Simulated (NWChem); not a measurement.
System: CH$_{4}$S$_{2}$Se; SMILES CS[Se]S

Excerpt of the output:

```
             Northwest Computational Chemistry Package (NWChem) 7.3.0
             --------------------------------------------------------

 C1  symmetry detected

                             Geometry "geometry" -> ""
                             -------------------------

 Output coordinates in angstroms (scale by  1.889725989 to convert to a.u.)

  No.       Tag          Charge          X              Y              Z
 ---- ---------------- ---------- -------------- -------------- --------------
    1 Se                  34.0000     0.74035148    -0.38708231    -0.13817971
    2 S                   16.0000    -0.94153239    -1.78094573     0.07145172
    3 H                    1.0000    -0.68494696    -2.18659773     1.31637314
    4 S                   16.0000    -0.03313301     1.49283807     0.63815362
    5 C                    6.0000    -0.92967113     2.17052410    -0.79912171
    6 H                    1.0000    -0.24129368     2.32760882    -1.62329636
    7 H                    1.0000    -1.34637433     3.11661531    -0.47138238
    8 H                    1.0000    -1.72666231     1.48975004    -1.08253953

 Effective nuclear repulsion energy (a.u.)     435.6281767680

                                Z-matrix (autoz)
                                --------

 Units are Angstrom for bonds and degrees for angles

      Type          Name      I     J     K     L     M      Value
      ----------- --------  ----- ----- ----- ----- ----- ----------
    1 Stretch                  1     2                       2.19443
    2 Stretch                  1     4                       2.17602
    3 Stretch                  2     3                       1.33425
    4 Stretch                  4     5                       1.82450
    5 Stretch                  5     6                       1.08527
    6 Stretch                  5     7                       1.08450
    7 Stretch                  5     8                       1.08581
    8 Bend                     1     2     3                97.75037
    9 Bend                     1     4     5               102.38696
   10 Bend                     2     1     4               104.01840
   11 Bend                     4     5     6               109.89657
   12 Bend                     4     5     7               105.94866
   13 Bend                     4     5     8               109.47676
   14 Bend                     6     5     7               110.30069
   15 Bend                     6     5     8               110.98373
   16 Bend                     7     5     8               110.10900
   17 Torsion                  1     4     5     6         -61.06420
   18 Torsion                  1     4     5     7         179.78090
   19 Torsion                  1     4     5     8          61.07316
   20 Torsion                  2     1     4     5         -82.88382
   21 Torsion                  3     2     1     4         -87.94147

                           NWChem Geometry Optimization
                           ----------------------------

 maximum gradient threshold         (gmax) =   0.000450
 rms gradient threshold             (grms) =   0.000300
 maximum cartesian step threshold   (xmax) =   0.001800
 rms cartesian step threshold       (xrms) =   0.001200
 fixed trust radius                (trust) =   0.300000
 source of zmatrix                         =   autoz

          -------------------
          Energy Minimization
          -------------------

 Using diagonal initial Hessian
 Scaling for Hessian diagonals: bonds = 1.00  angles = 0.25  torsions = 0.10

          --------
          Step   0

                                 NWChem DFT Module
                                 -----------------

[...]

      ----------------------
      Optimization converged
      ----------------------

  Step       Energy      Delta E   Gmax     Grms     Xrms     Xmax
  ---- ---------------- -------- -------- -------- -------- --------
@   11   -3237.28264190 -4.5D-06  0.00014  0.00003  0.00014  0.00037
                                     ok       ok       ok       ok

                                Z-matrix (autoz)
                                --------

 Units are Angstrom for bonds and degrees for angles

      Type          Name      I     J     K     L     M      Value     Gradient
      ----------- --------  ----- ----- ----- ----- ----- ---------- ----------
    1 Stretch                  1     2                       2.21765    0.00002
    2 Stretch                  1     4                       2.19162   -0.00002
    3 Stretch                  2     3                       1.35405    0.00014
    4 Stretch                  4     5                       1.81184    0.00000
    5 Stretch                  5     6                       1.09833   -0.00002
    6 Stretch                  5     7                       1.10077   -0.00004
    7 Stretch                  5     8                       1.09893   -0.00003
    8 Bend                     1     2     3                97.43324    0.00001
    9 Bend                     1     4     5               102.89486    0.00001
   10 Bend                     2     1     4               104.99323    0.00002
   11 Bend                     4     5     6               111.41592    0.00000
   12 Bend                     4     5     7               106.04986   -0.00000
   13 Bend                     4     5     8               110.45878    0.00000
   14 Bend                     6     5     7               109.36689    0.00000
   15 Bend                     6     5     8               110.42848   -0.00000
   16 Bend                     7     5     8               108.99699   -0.00000
   17 Torsion                  1     4     5     6         -59.43252    0.00000
   18 Torsion                  1     4     5     7        -178.34639   -0.00000
   19 Torsion                  1     4     5     8          63.69387   -0.00000
   20 Torsion                  2     1     4     5         -79.87356   -0.00001
   21 Torsion                  3     2     1     4         -84.58874   -0.00000

                         Geometry "geometry" -> "geometry"
                         ---------------------------------

 Output coordinates in angstroms (scale by  1.889725989 to convert to a.u.)

[...]

 Rotational Constants
 --------------------
 A=   0.145121 cm-1  (  0.208792 K)
 B=   0.057214 cm-1  (  0.082316 K)
 C=   0.047280 cm-1  (  0.068024 K)

 Temperature                      =   298.15K
 frequency scaling parameter      =   1.0000

 Zero-Point correction to Energy  =   30.709 kcal/mol  (  0.048938 au)
 Thermal correction to Energy     =   34.923 kcal/mol  (  0.055653 au)
 Thermal correction to Enthalpy   =   35.515 kcal/mol  (  0.056597 au)

 Total Entropy                    =   84.047 cal/mol-K
   - Translational                =   41.080 cal/mol-K (mol. weight = 158.8937)
   - Rotational                   =   27.798 cal/mol-K (symmetry #  =        1)
   - Vibrational                  =   15.170 cal/mol-K

 Cv (constant volume heat capacity) =   20.709 cal/mol-K
   - Translational                  =    2.979 cal/mol-K
   - Rotational                     =    2.979 cal/mol-K
   - Vibrational                    =   14.750 cal/mol-K

[normal modes left out]

 ----------------------------------------------------------------------------
 Normal Eigenvalue ||           Projected Infra Red Intensities
  Mode   [cm**-1]  || [atomic units] [(debye/angs)**2] [(KM/mol)] [arbitrary]
 ------ ---------- || -------------- ----------------- ---------- -----------
    1       -0.000 ||    0.000005           0.000         0.005       0.011
    2       -0.000 ||    0.000093           0.002         0.091       0.195
    3       -0.000 ||    0.000066           0.002         0.064       0.138
    4       -0.000 ||    0.000022           0.000         0.021       0.045
    5        0.000 ||    0.000083           0.002         0.081       0.174
    6        0.000 ||    0.000008           0.000         0.008       0.016
    7       72.491 ||    0.002178           0.050         2.123       4.575
    8      145.366 ||    0.000446           0.010         0.435       0.937
    9      180.579 ||    0.002619           0.060         2.553       5.503
   10      216.801 ||    0.002171           0.050         2.117       4.562
   11      324.211 ||    0.026677           0.615        26.006      56.050
   12      372.483 ||    0.019944           0.460        19.442      41.904
   13      406.385 ||    0.000987           0.023         0.962       2.074
   14      721.584 ||    0.001680           0.039         1.638       3.530
   15      810.440 ||    0.001810           0.042         1.764       3.802
   16      960.621 ||    0.005865           0.135         5.717      12.323
   17      963.084 ||    0.005468           0.126         5.330      11.488
   18     1320.923 ||    0.003480           0.080         3.392       7.311
   19     1430.651 ||    0.013368           0.308        13.032      28.088
   20     1448.535 ||    0.012359           0.285        12.049      25.968
   21     2685.736 ||    0.000304           0.007         0.296       0.638
   22     3061.967 ||    0.012104           0.279        11.800      25.432
   23     3177.349 ||    0.000848           0.020         0.827       1.782
   24     3192.376 ||    0.001643           0.038         1.602       3.452
 ----------------------------------------------------------------------------
```

Level: PBE0/def2-SVP. This build's default masses of Se (78.918 u) and Br (79.917 u) are each other's, which moves their modes by up to 0.6 %.

Q: Which NWChem input produces such a log?

A: Several could match; the one computed here: the input that was run:
```
start job
memory heap 200 mb stack 900 mb global 1100 mb
geometry units angstroms
  Se    -0.038369     0.110904     0.746667
  S      0.443195     1.909166    -0.415178
  H      1.755831     1.931103    -0.177009
  S      0.248995    -1.520752    -0.664075
  C     -1.333956    -1.537224    -1.571155
  H     -2.150759    -1.736843    -0.885015
  H     -1.251319    -2.335807    -2.300250
  H     -1.472758    -0.585154    -2.074415
end
basis spherical
  * library def2-svp
end
dft
  xc pbe0
  iterations 150
end
driver
  maxiter 120
end
task dft optimize
task dft freq
```
